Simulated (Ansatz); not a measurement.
BFH5NOSi (`NB(F)O[SiH3]`), 10 atoms. Total charge 0; spin multiplicity 1. All runs use 4 threads of an Arm Neoverse V2 on a shared host. Correlated methods freeze the cores.

**Question.** How many basis functions does each run have, and how long does it take in Ansatz? direct RPA on PBE orbitals/def2-TZVPP energy; RKS ωB97M-V/def2-SVP energy; RKS ωB97M-V/def2-QZVPP energy; RHF-MP2/def2-QZVPP energy; RKS PBE0-D4/def2-QZVPP energy; RKS PBE0-D4/def2-TZVP relaxation (19 steps); RHF-CCSD(T)/def2-TZVPP energy; RKS CAM-B3LYP-D4/def2-TZVPP energy; RKS PBE0-D4/def2-SVP energy; RHF-CCSD(T)/def2-SVP energy; RKS B3LYP-D4/def2-TZVPP energy and forces; RKS PBE0-D4/def2-TZVP frequencies. (Best estimate.)

**Answer.** The calculation gave: Other jobs shared the machine, so times are rough.

```json
{"level": "RKS PBE0-D4/def2-SVP", "job": "energy", "functions": "99", "wall time": "0.7 s", "peak host memory (GiB)": "0.42"}
{"level": "RKS CAM-B3LYP-D4/def2-TZVPP", "job": "energy", "functions": "236", "wall time": "2.2 s", "peak host memory (GiB)": "0.58"}
{"level": "RKS ωB97M-V/def2-SVP", "job": "energy", "functions": "99", "wall time": "2.7 s", "peak host memory (GiB)": "0.42"}
{"level": "RKS B3LYP-D4/def2-TZVPP", "job": "energy and forces", "functions": "236", "wall time": "2.8 s", "peak host memory (GiB)": "0.59"}
{"level": "RHF-CCSD(T)/def2-SVP", "job": "energy", "functions": "99", "wall time": "3 s", "peak host memory (GiB)": "0.42"}
{"level": "direct RPA on PBE orbitals/def2-TZVPP", "job": "energy", "functions": "236", "wall time": "3.7 s", "peak host memory (GiB)": "0.58"}
{"level": "RKS PBE0-D4/def2-QZVPP", "job": "energy", "functions": "448", "wall time": "4.5 s", "peak host memory (GiB)": "1.4"}
{"level": "RKS ωB97M-V/def2-QZVPP", "job": "energy", "functions": "448", "wall time": "12 s", "peak host memory (GiB)": "1.7"}
{"level": "RHF-MP2/def2-QZVPP", "job": "energy", "functions": "448", "wall time": "13 s", "peak host memory (GiB)": "2.4"}
{"level": "RKS PBE0-D4/def2-TZVP", "job": "relaxation (19 steps)", "functions": "191", "wall time": "42 s", "peak host memory (GiB)": "0.45"}
{"level": "RKS PBE0-D4/def2-TZVP", "job": "frequencies", "functions": "191", "wall time": "81 s", "peak host memory (GiB)": "0.45"}
{"level": "RHF-CCSD(T)/def2-TZVPP", "job": "energy", "functions": "236", "wall time": "86 s", "peak host memory (GiB)": "4.5"}
```

B3LYP here is the variant with VWN-RPA as its local correlation; programs differ in this.
